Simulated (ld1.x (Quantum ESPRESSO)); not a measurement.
# Which change was made? (Ga, TM)

ld1.x (Quantum ESPRESSO) 7.5 input, shortened:

```
&input
   title='Ga', zed=31., rel=1, dft='PZ', iswitch=3,
   config='[Ar] 3d10 4s1 4p0'
 /
 &inputp
   pseudotype=2, tm=.true., lloc=1,
   nlcc=.false.
 /
2
4S  1  0   1.00   0.00  1.85  1.85  0.0
4P  2  1   0.00   0.00  1.80  1.80  0.0
 &test
   configts(1)='4s1 4p0'
 /
```

Cutoffs, loose and tight: the cutoffs (Ry, on a coarse ladder) from which the occupation-weighted sum of valence levels, in a spherical-Bessel basis at the reference potential, stays within 10 and 1 mRy of its value at 400 Ry. They do not see the model core or the augmentation charge, which bear on the density cutoff. Test errors are all-electron minus pseudo excitation energies from the reference, over the configurations 4s2 4p1; 4s2 4p0; 4s2 4p0.5; 4s2 4p1.3; 4s1 4p2; 4s1 4p1; 4s0 4p3 (two spin-polarised tests are not counted in the largest error); variants that change the core or the reference have their own tests. The largest error is taken over the tests solved by every variant that gives reliable tests at all, those not shown here included: 4s1 4p1; 4s1 4p2; 4s2 4p0; 4s2 4p0.5; 4s2 4p1; 4s2 4p1.3.

The base gives: outcome: generated; cutoff, loose: 12 Ry; cutoff, tight: 35 Ry; bound ghosts: s; largest test error (meV): +252.

Task: After one change the result is: outcome: generated; cutoff, loose: 12 Ry; cutoff, tight: 35 Ry; bound ghosts: s, p (extra level of the local part); largest test error (meV): +587. Which change was it?
A. wave 4p (bound): rc 1.80 bohr becomes 4p (bound): rc 1.36 bohr
B. wave 4p (bound): rc 1.80 bohr becomes 4p (bound): rc 1.12 bohr
C. wave 4p (bound): rc 1.80 bohr becomes 4p (bound): rc 1.84 bohr

Result: B. The others give: wave 4p (bound): rc 1.80 bohr becomes 4p (bound): rc 1.84 bohr → outcome: generated; cutoff, loose: 15 Ry; cutoff, tight: 35 Ry; bound ghosts: s; largest test error (meV): +249 | wave 4p (bound): rc 1.80 bohr becomes 4p (bound): rc 1.36 bohr → outcome: generated; cutoff, loose: 18 Ry; cutoff, tight: 35 Ry; bound ghosts: s; largest test error (meV): +274.
